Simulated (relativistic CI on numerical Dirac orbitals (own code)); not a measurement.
**Sensitivity of the levels of Sn27+ to α and to the nuclear radius**

These numbers are calculated, not measured: Dirac-Coulomb-Breit CI, separate exchange-only KLI orbitals for each configuration, derivatives by finite differences, unscaled Slater integrals, QED left out (own radial code, finite nucleus).

CI space (outside the closed core [Ne]): 3s²3p⁶3d⁵, 3s²3p⁵3d⁶, 3s²3p⁴3d⁷, 3s3p⁶3d⁶, 3p⁶3d⁷, 3s3p⁵3d⁷, 3s²3p⁶3d⁴4s, 3s²3p⁶3d³4s². Levels of other configurations are missing.

With x = (α/α₀)² − 1 an excitation energy changes as ω = ω₀ + qx; K = 2q/ω₀ is the relative enhancement. Terms are leading LS components, so labels can repeat. The field-shift factor is F = δν/δ⟨r²⟩ for the transition from the lowest level.

Lowest level 3s²3p⁶3d⁵ ⁶S5/2.

```
           Level  ω₀ (cm⁻¹)  q (cm⁻¹)      K  F (GHz/fm²)
 3s²3p⁶3d⁵ ²F5/2      89153    -32990  -0.74       -0.119
 3s²3p⁶3d⁵ ⁴G7/2     131696      7925   0.12        0.242
 3s²3p⁶3d⁵ ⁴P3/2     133413      9604  0.144        0.171
3s²3p⁶3d⁵ ⁴G11/2     138765     14240  0.205        0.349
 3s²3p⁶3d⁵ ⁴G5/2     146429     38280  0.523        0.426
 3s²3p⁶3d⁵ ⁴G9/2     149436     28610  0.383        0.439
 3s²3p⁶3d⁵ ⁴P1/2     155415     32630   0.42         0.35
 3s²3p⁶3d⁵ ⁴D7/2     184333     50580  0.549         0.55
 3s²3p⁶3d⁵ ²D5/2     189214     43800  0.463        0.517
3s²3p⁶3d⁵ ²I11/2     211465     62200  0.588        0.806
 3s²3p⁶3d⁵ ²F7/2     211556     34270  0.324        0.428
 3s²3p⁶3d⁵ ⁴D1/2     214475     90520  0.844        0.815
 3s²3p⁶3d⁵ ⁴D3/2     215072     65770  0.612        0.696
```

At this charge energies of transitions that change n are usually good to better than 1 %, and those within a shell (Δn = 0) to a few per cent. Terms inside the open d or f shell come out 10 to 20 % too wide with unscaled integrals.
